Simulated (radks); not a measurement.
The argon ion Ar+, configuration [Ne] 3s2 3p5 (the NIST ground configuration).

All-electron calculation, non-relativistic Kohn-Sham, LDA (Slater exchange, Perdew-Wang correlation), spin-polarised, spherical densities, point nucleus; open shells are filled with parallel spins first. Program: a radial shooting solver on a logarithmic mesh with Libxc functionals.

Energy parts (hartree):
part                       energy
total                  -525.35412
kinetic                 524.41304
electron-nucleus      -1243.85894
Hartree                 222.92801
exchange-correlation    -28.83623

Orbitals (lengths in bohr, moments of r in powers of bohr):
| orbital | occ. | eigenvalue (hartree) | <r^4> |
|---|---|---|---|
| 1s up | 1 | -114.3235 | 0.0002585 |
| 1s down | 1 | -114.3150 | 0.0002585 |
| 2s up | 1 | -11.30653 | 0.07691 |
| 2s down | 1 | -11.29750 | 0.07670 |
| 2p up | 3 | -8.95834 | 0.06677 |
| 2p down | 3 | -8.94716 | 0.06656 |
| 3s up | 1 | -1.35477 | 7.869 |
| 3s down | 1 | -1.31700 | 8.062 |
| 3p up | 3 | -0.83264 | 14.41 |
| 3p down | 2 | -0.79787 | 15.17 |

The highest occupied level is 3p down at -21.711 eV. The spin density at the nucleus is -0.0300 e/bohr^3 (1s -0.1332, 2s -0.0077, 3s 0.1109), a Fermi contact field of -1.57 T. For comparison, the ionisation energy in NIST's Atomic Spectra Database is 27.630 eV (measured). In exact Kohn-Sham theory the highest level is minus the ionisation energy, but local and semilocal functionals leave it too shallow, through self-interaction and a potential that decays too fast; potentials with the right tail come closer. The density falls to 0.001 e/bohr^3 at r = 3.44 bohr. The electron density at the nucleus is 3821 e/bohr^3. Summed over all electrons, <r^2> = 20.18 bohr^2, which gives a Langevin (diamagnetic) susceptibility term of -16 x 10^-6 cm^3/mol.
